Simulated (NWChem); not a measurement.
System: C4H7N; SMILES CC=C=CN

Input file for NWChem:

```
start job
memory heap 200 mb stack 900 mb global 1100 mb
geometry units angstroms noautosym nocenter noautoz
  C      0.484040    -2.307615     0.201905
  C     -0.418784    -1.232745    -0.359878
  C     -0.402765     0.031393    -0.012379
  C     -0.365642     1.289506     0.365993
  N      0.495808     2.295200    -0.131028
  H      1.070335    -2.782873    -0.596267
  H      1.175591    -1.897508     0.943083
  H     -0.105561    -3.102349     0.678727
  H     -1.137279    -1.568998    -1.114051
  H     -0.990791     1.625863     1.193415
  H      0.929872     2.033854    -1.010907
  H      0.026528     3.190186    -0.234384
end
basis spherical
  * library 6-31g*
end
dft
  xc pbe0
  iterations 150
end
cosmo
  do_cosmo_smd true
  solvent propanol
end
task dft energy
```

Output (shortened):

```
             Northwest Computational Chemistry Package (NWChem) 7.3.0
             --------------------------------------------------------

                             Geometry "geometry" -> ""
                             -------------------------

 Output coordinates in angstroms (scale by  1.889725989 to convert to a.u.)

  No.       Tag          Charge          X              Y              Z
 ---- ---------------- ---------- -------------- -------------- --------------
    1 C                    6.0000     0.48404000    -2.30761500     0.20190500
    2 C                    6.0000    -0.41878400    -1.23274500    -0.35987800
    3 C                    6.0000    -0.40276500     0.03139300    -0.01237900
    4 C                    6.0000    -0.36564200     1.28950600     0.36599300
    5 N                    7.0000     0.49580800     2.29520000    -0.13102800
    6 H                    1.0000     1.07033500    -2.78287300    -0.59626700
    7 H                    1.0000     1.17559100    -1.89750800     0.94308300
    8 H                    1.0000    -0.10556100    -3.10234900     0.67872700
    9 H                    1.0000    -1.13727900    -1.56899800    -1.11405100
   10 H                    1.0000    -0.99079100     1.62586300     1.19341500
   11 H                    1.0000     0.92987200     2.03385400    -1.01090700
   12 H                    1.0000     0.02652800     3.19018600    -0.23438400

 Effective nuclear repulsion energy (a.u.)     152.7448502538

                                 NWChem DFT Module
                                 -----------------

 Summary of "ao basis" -> "ao basis" (spherical)
 ------------------------------------------------------------------------------
       Tag                 Description            Shells   Functions and Types
 ---------------- ------------------------------  ------  ---------------------
 C                           6-31g*                  6       14   3s2p1d
 N                           6-31g*                  6       14   3s2p1d
 H                           6-31g*                  2        2   2s

 in cosmo_initialize ...
 calling solv_data for solv:propanol

 solvent parameters
 solvname_short: propanol
 solvname_long:  1-propanol
 dielec:       20.5240
 dielecinf:     1.9182
 nonaqueous SMD model solvent descriptors
 dielec:       20.5240
 sola:          0.3700
 solb:          0.4800
 solc:          0.0000
 solg:         33.5700
 solh:          0.0000
 soln:          1.3850

          ---------------
          -cosmo- solvent
          ---------------
 Cosmo: York-Karplus, doi: 10.1021/jp992097l
 dielectric constant -eps-     =  20.52
 screen = (eps-1)/(eps    )    =   0.95128
 surface charge correction     = lagrangian

   van der Waals surface
 --------------------------

 ---------- ATOMIC COORDINATES (A.U.) ------------ VDWR(ANG.) --
     1    0.91470297   -4.36076004    0.38154513     1.850
     2   -0.79138701   -2.32955026   -0.68007081     1.850
     3   -0.76111549    0.05932417   -0.02339292     1.850
     4   -0.69096319    2.43681300    0.69162648     1.850
     5    0.93694126    4.33729909   -0.24760702     1.890
     6    2.02263987   -5.25886743   -1.12678125     1.200
     7    2.22154486   -3.58577018    1.78216845     1.200
     8   -0.19948137   -5.86258953    1.28260805     1.200
     9   -2.14914568   -2.96497630   -2.10525113     1.200
    10   -1.87232350    3.07243556    2.25522734     1.200
    11    1.75720328    3.84342676   -1.91033723     1.200
    12    0.05013065    6.02857739   -0.44292154     1.200
 number of segments per atom =        128
 number of   points per atom =        128
 atom (   nspa,  nppa )
 ----------------------
    1 (     62,     0 )       0
    2 (     47,     0 )       0
    3 (     55,     0 )       0
    4 (     47,     0 )       0
    5 (     75,     0 )       0
    6 (     53,     0 )       0
    7 (     54,     0 )       0
    8 (     53,     0 )       0
    9 (     56,     0 )       0
   10 (     53,     0 )       0
   11 (     47,     0 )       0
   12 (     45,     0 )       0
 number of -cosmo- surface points =      647
 molecular surface =    119.392 angstrom**2
 molecular volume  =     91.324 angstrom**3
 -lineq- algorithm             =   0
 -bem- low  level              =   3
 -bem- from -octahedral-
 gaussian surface charge width =   4.50000
 degree of switching           =   1.00000
 switching function tolerance  =   0.00010
 atomic radii =
 --------------
    1  6.000  1.850
    2  6.000  1.850
    3  6.000  1.850
    4  6.000  1.850
    5  7.000  1.890
    6  1.000  1.200
    7  1.000  1.200
    8  1.000  1.200
    9  1.000  1.200
   10  1.000  1.200
   11  1.000  1.200
   12  1.000  1.200
 ...... end of -cosmo- initialization ......

 nat:                    12
 ixmem:                  7844
 calling mnsol_interface()
 G(SMD-CDS) energy (kcal/mol)  =     0.652
 SMD-CDS SASA (angstrom**2)    =   150.373

            General Information
            -------------------
          SCF calculation type: DFT
          Wavefunction type:  closed shell.
          No. of atoms     :    12
          No. of electrons :    38
           Alpha electrons :    19
            Beta electrons :    19
          Charge           :     0
          Spin multiplicity:     1
          Use of symmetry is: off; symmetry adaption is: off
          Maximum number of iterations: 150
          AO basis - number of functions:    84
                     number of shells:    44
          Convergence on energy requested:  1.00D-06
          Convergence on density requested:  1.00D-05
          Convergence on gradient requested:  5.00D-04

              XC Information
              --------------
                         PBE0 Method XC Functional
                     Hartree-Fock (Exact) Exchange  0.250
          PerdewBurkeErnzerhof Exchange Functional  0.750
            Perdew 1991 LDA Correlation Functional  1.000 local
           PerdewBurkeErnz. Correlation Functional  1.000 non-local

             Grid Information
             ----------------
          Grid used for XC integration:  medium
          Radial quadrature: Mura-Knowles
          Angular quadrature: Lebedev.
          Tag              B.-S. Rad. Rad. Pts. Rad. Cut. Ang. Pts.
          ---              ---------- --------- --------- ---------
          C                   0.70       49          12.0       434
          N                   0.65       49          12.0       434
          H                   0.35       45          13.0       434
          Grid pruning is: on
          Number of quadrature shells:   560
          Spatial weights used:  Erf1

      Superposition of Atomic Density Guess
      -------------------------------------

 Sum of atomic energies:        -208.42238261

      Non-variational initial energy
      ------------------------------

 Total energy =    -211.535780
 1-e energy   =    -581.454962
 2-e energy   =     217.174332
 HOMO         =      -0.226746
 LUMO         =       0.027040

   convergence    iter        energy       DeltaE   RMS-Dens  Diis-err
 ---------------- ----- ----------------- --------- --------- ---------
     COSMO gas phase
 d= 0,ls=0.0,diis     1   -211.0113417514 -3.64D+02  9.65D-03  3.90D-01
 d= 0,ls=0.0,diis     2   -211.0443378982 -3.30D-02  4.91D-03  1.25D-01
 d= 0,ls=0.0,diis     3   -211.0523223830 -7.98D-03  1.84D-03  5.69D-02
 d= 0,ls=0.0,diis     4   -211.0587917673 -6.47D-03  5.22D-04  2.20D-03
 d= 0,ls=0.0,diis     5   -211.0590285935 -2.37D-04  1.58D-04  2.83D-04
  Resetting Diis
 d= 0,ls=0.0,diis     6   -211.0590621915 -3.36D-05  2.35D-05  2.17D-06
 d= 0,ls=0.0,diis     7   -211.0590623922 -2.01D-07  1.70D-05  5.10D-07
 d= 0,ls=0.0,diis     8   -211.0590622653  1.27D-07  1.06D-05  1.43D-06
 d= 0,ls=0.0,diis     9   -211.0590624610 -1.96D-07  1.10D-06  9.19D-09

   convergence    iter        energy       DeltaE   RMS-Dens  Diis-err
 ---------------- ----- ----------------- --------- --------- ---------
     COSMO solvation phase
 d= 0,ls=0.0,diis     1   -211.0675676379 -8.51D-03  2.50D-03  3.90D-03
 d= 0,ls=0.0,diis     2   -211.0685275548 -9.60D-04  5.02D-04  1.27D-03
 d= 0,ls=0.0,diis     3   -211.0686644000 -1.37D-04  2.01D-04  2.97D-04
 d= 0,ls=0.0,diis     4   -211.0686984796 -3.41D-05  6.72D-05  6.54D-05
 d= 0,ls=0.0,diis     5   -211.0687063255 -7.85D-06  1.19D-05  1.91D-06
 d= 0,ls=0.0,diis     6   -211.0687065284 -2.03D-07  3.97D-06  2.08D-07

         Total DFT energy =     -211.068706528373
      One electron energy =     -586.631815112856
           Coulomb energy =      253.407999281145
    Exchange-Corr. energy =      -30.945819077375
 Nuclear repulsion energy =      152.744850253803

             COSMO energy =        0.356078126911

 Numeric. integr. density =       37.999997651818

                                COSMO-SMD solvation results
                                ---------------------------

             internal energy in gas <Psi(g)|H|Psi(g)> =      -211.059062461045
         internal energy in solvent <Psi(s)|H|Psi(s)> =      -211.057730870255
                               delta internal energy  =         0.001331590790 (    0.84 kcal/mol)
   total free energy in solvent <Psi(s)|H+V/2|Psi(s)> =      -211.069746255729
 polarization energy contribution <Psi(s)|V/2|Psi(s)> =        -0.012015385473 (   -7.54 kcal/mol)
    total free energy in solvent including G(SMD-CDS) =      -211.068706528373
                       G(SMD-CDS) energy contribution =         0.001039727355 (    0.65 kcal/mol)
     1 M fixed-concentration free energy of solvation =        -0.009644067328 (   -6.05 kcal/mol)

                       DFT Final Molecular Orbital Analysis
                       ------------------------------------

 Vector   17  Occ=2.000000D+00  E=-3.431113D-01
              MO Center=  1.3D-01,  1.4D+00,  4.8D-02, r^2= 2.9D+00
   Bfn.  Coefficient  Atom+Function         Bfn.  Coefficient  Atom+Function
  ----- ------------  ---------------      ----- ------------  ---------------
    61      0.289810   5 N  pz               59      0.265992   5 N  px
    63      0.217955   5 N  px               65      0.214116   5 N  pz
    45      0.198287   4 C  px               47      0.184597   4 C  pz
    46     -0.156982   4 C  py               49      0.152198   4 C  px
    62      0.132098   5 N  s                33      0.126692   3 C  pz

 Vector   18  Occ=2.000000D+00  E=-2.618303D-01
              MO Center= -3.2D-01, -6.2D-01, -1.0D-01, r^2= 2.5D+00
   Bfn.  Coefficient  Atom+Function         Bfn.  Coefficient  Atom+Function
  ----- ------------  ---------------      ----- ------------  ---------------
    19      0.276291   2 C  pz               31     -0.271628   3 C  px
    33      0.249046   3 C  pz               17     -0.243916   2 C  px
    23      0.203857   2 C  pz               35     -0.192189   3 C  px
    21     -0.186387   2 C  px               37      0.162747   3 C  pz
    76     -0.121528   8 H  s                72      0.112818   6 H  s

 Vector   19  Occ=2.000000D+00  E=-2.163584D-01
              MO Center= -1.2D-02,  9.8D-01,  1.9D-02, r^2= 3.0D+00
   Bfn.  Coefficient  Atom+Function         Bfn.  Coefficient  Atom+Function
  ----- ------------  ---------------      ----- ------------  ---------------
    59     -0.271183   5 N  px               63     -0.264622   5 N  px
    31      0.257034   3 C  px               61     -0.257534   5 N  pz
    65     -0.242577   5 N  pz               33      0.236491   3 C  pz
    35      0.205952   3 C  px               45      0.201311   4 C  px
    37      0.169579   3 C  pz               47      0.161619   4 C  pz

 Vector   20  Occ=0.000000D+00  E= 2.504534D-02
              MO Center= -3.2D-01, -1.9D-01, -1.0D-01, r^2= 3.6D+00
   Bfn.  Coefficient  Atom+Function         Bfn.  Coefficient  Atom+Function
  ----- ------------  ---------------      ----- ------------  ---------------
    62      0.561905   5 N  s                23     -0.404360   2 C  pz
    80     -0.366647  10 H  s                21      0.357106   2 C  px
    35     -0.323093   3 C  px               19     -0.289859   2 C  pz
    37      0.280415   3 C  pz               17      0.267026   2 C  px
    33      0.268025   3 C  pz               31     -0.264716   3 C  px

 Vector   21  Occ=0.000000D+00  E= 4.911019D-02
              MO Center= -3.3D-01,  3.9D-01,  4.9D-02, r^2= 3.5D+00
   Bfn.  Coefficient  Atom+Function         Bfn.  Coefficient  Atom+Function
  ----- ------------  ---------------      ----- ------------  ---------------
     6      0.628904   1 C  s                78     -0.450086   9 H  s
    49      0.420337   4 C  px               51      0.376790   4 C  pz
    35     -0.336655   3 C  px               45      0.317736   4 C  px
    37     -0.299404   3 C  pz               31     -0.276733   3 C  px
    47      0.277501   4 C  pz               33     -0.249598   3 C  pz

 Vector   22  Occ=0.000000D+00  E= 1.345647D-01
              MO Center=  3.7D-01,  1.9D+00, -5.8D-01, r^2= 5.7D+00
   Bfn.  Coefficient  Atom+Function         Bfn.  Coefficient  Atom+Function
  ----- ------------  ---------------      ----- ------------  ---------------
    62      1.392484   5 N  s                82     -1.107389  11 H  s
    84     -1.033607  12 H  s                 6      0.549774   1 C  s
    65     -0.474518   5 N  pz               76     -0.419278   8 H  s
    20      0.313021   2 C  s                74     -0.309184   7 H  s
    34     -0.285219   3 C  s                64      0.279047   5 N  py

     Multipole analysis of the density
     ---------------------------------

     L   x y z        total         alpha         beta         nuclear
     -   - - -        -----         -----         ----         -------
     0   0 0 0     -0.000000    -19.000000    -19.000000     38.000000

     1   1 0 0     -0.210631     -0.313606     -0.313606      0.416581
     1   0 1 0      0.298786     -0.084753     -0.084753      0.468291
     1   0 0 1     -0.467276     -0.343493     -0.343493      0.219711

     2   2 0 0    -23.667725    -32.605887    -32.605887     41.544049
     2   1 1 0     -1.789761      1.383111      1.383111     -4.555984
     2   1 0 1     -1.440861     -0.363382     -0.363382     -0.714097
     2   0 2 0    -16.545480   -237.384145   -237.384145    458.222810
     2   0 1 1     -1.391051      0.662870      0.662870     -2.716791
     2   0 0 2    -21.986234    -24.195874    -24.195874     26.405513
```

Level: PBE0/6-31G* (spherical d), SMD on the gas-phase geometry. The geometry was optimised at B3LYP/6-31G* (spherical d). Solvent: 1-propanol.
